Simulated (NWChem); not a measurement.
# Correlation energy of AgI

```
Ag
I 1 2.5850
```
Charge 0, spin multiplicity 1.

Program: NWChem. The geometry was optimised at PBE/def2-SVP with def2 effective core potentials on Ag, I, a minimum by its harmonic frequencies.

Basis set: def2-TZVP. Each correlation energy counts from its own Hartree-Fock reference.

Effective core potentials replace the inner electrons of Ag, I; spin-orbit coupling is left out. The correlated methods keep 8 core orbitals frozen. The structure started from a generated list of species. Coupled-cluster values serve here as a point of comparison, not as the truth.

Task: One of these methods gave a correlation energy of -788.8 mHa. Which?
(A) CR-CCSD[T]
(B) SCS-MP2
(C) MP2
(D) CCSD

Result: C, MP2. The others give -692.6 (SCS-MP2), -757.7 (CR-CCSD[T]), -745.4 (CCSD).
